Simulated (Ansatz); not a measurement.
`OCBBr` + `O[SiH3]` → `OCBO[SiH3]` + HBr  (ligand exchange at a B–Br bond)

Calculated with Ansatz (gas phase, PBE0-D4/def2-TZVP geometries, no zero-point term in ΔE). CCSD(T)/CBS is the MP2 limit (def2-TZVPP, def2-QZVPP) plus CCSD(T) − MP2 in def2-TZVPP, frozen cores. Functionals use def2-TZVPP. B3LYP here is the variant with VWN-RPA as its local correlation; programs differ in this. For Br outer-core shells are correlated without core-valence functions, which leaves a few kJ/mol of doubt a bond. Scalar relativity is left out up to krypton. Each species was taken in one conformer, which may not be the lowest.

Task: Is it downhill or uphill in electronic energy at CCSD(T)/CBS, and by how much? (An estimate is asked.)

Result: Ansatz gave: Downhill: ΔE = -9.8 kcal/mol.

Task: What do these levels give: PBE-D4, ωB97M-V, r2SCAN, PBE0, B3LYP, SCS-MP2/def2-QZVPP? (Best estimate.)

Result: The calculation gave: PBE-D4 -7.9, ωB97M-V -10.7, r2SCAN -9.0, PBE0 -8.8, B3LYP -11.5, SCS-MP2/def2-QZVPP -10.5 kcal/mol.

Largest T1 diagnostic among the species: 0.012.

In def2-TZVPP, CCSD(T) changes the Hartree–Fock value by +3.7 kcal/mol (the triples alone add +0.7 kcal/mol) and MP2 by +5.2 kcal/mol. From PBE to PBE0 (25 % exact exchange), in def2-TZVPP and without D4, ΔE moves by −0.9 kcal/mol.
